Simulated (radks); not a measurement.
These are the eigenvalues of the occupied orbitals of an atom or ion with whole-number occupations (hartree). Method: Dirac Kohn-Sham, LDA (Slater exchange, Perdew-Wang correlation), spin-unpolarised, spherical densities, point nucleus; computed with a radial shooting solver on a logarithmic mesh with Libxc functionals.

1s1/2: -2174.872
2s1/2: -367.2027
2p1/2: -350.1299
2p3/2: -314.1466
3s1/2: -82.91198
3p1/2: -75.38703
3p3/2: -67.79135
3d3/2: -54.91503
3d5/2: -53.25356
4s1/2: -16.73682
4p1/2: -13.71243
4p3/2: -11.99087
4d3/2: -7.00801
4d5/2: -6.69495
5s1/2: -2.50483
5p1/2: -1.68521
5p3/2: -1.47146
4f5/2: -0.67971
4f7/2: -0.63554

Which element is it, and in what charge state? The configuration may be excited. Open shells, if any, fill j = l - 1/2 first.

Answer. Z = 69, thulium, charge +2: Tm2+ in [Xe] 4f13. The list shows which subshells hold electrons but not how many an open one holds; the 1s level, -2174.9 hartree, gives Z - s = 66.0 by -(Z - s)^2/2, which with screening and relativity narrows Z to a few neighbours, and the depths of the outer levels then fix element, charge and occupations together.
